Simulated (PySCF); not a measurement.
Correlation energy of Te²⁺ (tellurium, charge +2)

[Kr] 4d10 5s1 5p2 6s1, high-spin 5P determinant (an excited configuration). Computed with PySCF 2.14 in aug-cc-pVQZ-DK3, with the spin-free X2C one-electron Hamiltonian (Gaussian nucleus). Frozen: [Kr] 4d10; 4 electrons correlated.

```tsv
level	correlation energy (mhartree)
CCSD	-26.10
(T)	-1.16
CCSD(T)	-27.26
```

Diagnostics: T1 = 0.13, D1 = 0.3698, largest double amplitude 0.172.

Question: Is a single reference adequate?

Answer: Not fully. The outer electron is Rydberg-like, and this basis confines it to a smaller radius and binds it less than a complete one would. T1 exceeds 0.03, a sign that the reference determinant is poor. A double-excitation amplitude exceeds 0.15, a sign of near-degeneracy.
